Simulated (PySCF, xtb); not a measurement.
Li(OH) (HLiO), SMILES [Li][OH].

xtb with GFN2-xTB at its own geometry gives an orbital gap of 4.12 eV and a dipole moment of 3.65 D.

Geometry: B3LYP-D3(BJ)/def2-TZVPD. The isomer is the one that the SMILES or the coordinates give; other isomers of the formula were not compared.

Task: What does PBE/def2-TZVPD in PySCF give? (Estimate from the structure and the level; the computed values follow.)

Result: gap 3.39 eV (levels -4.79 and -1.40 eV), dipole 4.39 D.
